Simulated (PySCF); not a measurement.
This PySCF input asks for the NMR shieldings of `C(=C)CP(C#CC)C=C`, C$_{8}$H$_{11}$P; the geometry comes from GFN2-xTB.

```python
import basis_set_exchange as bse
import numpy as np
from pyscf import gto, dft
from pyscf.prop import nmr

atoms = """
C     3.376521   -1.017081   -0.212602
C     2.705645   -0.053887   -0.819888
C     1.494663    0.602946   -0.262431
P    -0.029176    0.138789   -1.277070
C    -1.224221    0.905811   -0.229522
C    -2.095562    1.477104    0.376252
C    -3.114856    2.134521    1.162868
C    -0.177384   -1.574214   -0.673342
C    -1.278176   -2.112469   -0.174817
H     3.088619   -1.380087    0.761223
H     4.243211   -1.476550   -0.656383
H     3.013432    0.290362   -1.799492
H     1.328308    0.320835    0.780240
H     1.582368    1.691255   -0.331469
H    -2.654399    2.695696    1.976303
H    -3.684415    2.820684    0.535864
H    -3.794735    1.394661    1.586248
H     0.715939   -2.169246   -0.830485
H    -2.175125   -1.530070   -0.037043
H    -1.325806   -3.148382    0.122511
"""
names = dict.fromkeys(["C", "P", "H"], "pcSseg-1")
basis = {el: gto.basis.parse(bse.get_basis(n, elements=[el], fmt="nwchem")) for el, n in names.items()}
mol = gto.M(atom=atoms, basis=basis, charge=0, verbose=0)
mf = dft.RKS(mol, xc="PBE0")
mf.grids.level = 2
mf.grids.alignment = dft.numint.BLKSIZE   # the property module wants whole blocks of grid points
mf.conv_tol = 1e-9
mf.kernel()

calc = nmr.RKS(mf)   # GIAO
C = mf.mo_coeff
Co = C[:, mf.mo_occ > 0]
resp = mf.gen_response(singlet=True, hermi=2)
def vind(x):   # induced exchange potential for any number of trial vectors
    d = np.einsum("pi,xij,qj->xpq", C, 2 * x.reshape(-1, C.shape[1], Co.shape[1]), Co, optimize=True)
    return np.einsum("xpq,pi,qj->xij", resp(d - d.transpose(0, 2, 1)), C, Co, optimize=True).ravel()
mo1, _ = nmr.rhf.solve_mo1(calc, with_cphf=vind)
sigma = calc.kernel(mo1)
for i, s in enumerate(sigma):   # ppm
    print("%2d %-2s %9.2f" % (i, mol.atom_pure_symbol(i), np.trace(s) / 3))
```

Q: What are the results?

A: 
```
 0 C      62.51
 1 C      44.00
 2 C     141.81
 3 P     388.46
 4 C     103.21
 5 C      74.38
 6 C     180.65
 7 C      41.00
 8 C      56.49
 9 H      26.24
10 H      26.30
11 H      25.53
12 H      28.96
13 H      28.83
14 H      29.53
15 H      29.50
16 H      29.51
17 H      25.03
18 H      25.54
19 H      25.58
```

These numbers come from an equivalent density-fitted implementation of the same equations, which agrees with the script to about 0.01 ppm for H and up to a few tenths of a ppm for heavy atoms, so last digits may differ.

Size and cost of the density-fitted run: 215 basis functions, 61 s wall time on 1 thread of an Arm Neoverse N1, shared host.
